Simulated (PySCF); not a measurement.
H2BN, charge +1, doublet, at a GFN2-xTB geometry (a state made from the parent by changing its charge; the spin is typed, not shown lowest), with bond 3-1 at 2.4 times its length.

The PySCF input:
```python
from pyscf import gto, scf, mcscf
import numpy

mol = gto.M(
    atom='''
B     0.69579269   -0.04383480    0.13476709
N    -0.54775562    0.00424365   -0.02559681
H     3.45161359    0.20534038   -0.45598499
H    -1.48872550    0.12948028   -0.38327818
''',
    basis='6-31g*',
    charge=1,
    spin=1,
    verbose=4,
)

mf = scf.ROHF(mol)
mf.kernel()
mc = mcscf.CASSCF(mf, 4, 5)
mc.fix_spin_(ss=0.75)
mc.kernel()
occ = numpy.linalg.eigvalsh(mc.fcisolver.make_rdm1(mc.ci, mc.ncas, mc.nelecas))[::-1]
ss = mc.fcisolver.spin_square(mc.ci, mc.ncas, mc.nelecas)[0]
print('natural occupations', occ.round(4), ' <S^2>', round(ss, 4))
```

**Question.** What does this run give for the total energy, nuclear repulsion energy, SCF-reference Mulliken (on the basis functions themselves) charges in atom order, natural occupations of the active orbitals?

**Answer.** 
```json
{
  "total_energy": "-79.7942 Eh",
  "nuclear_repulsion_energy": "21.5492 Eh",
  "SCF-reference Mulliken (on the basis functions themselves) charges in atom order": "B1 0.78, N2 -0.42, H3 0.14, H4 0.50",
  "natural_occupations_of_the_active_orbitals": "2.00, 1.41, 1.00, 0.59"
}
```

These values belong to the state on which the SCF converged, which isn't shown to be the lowest.
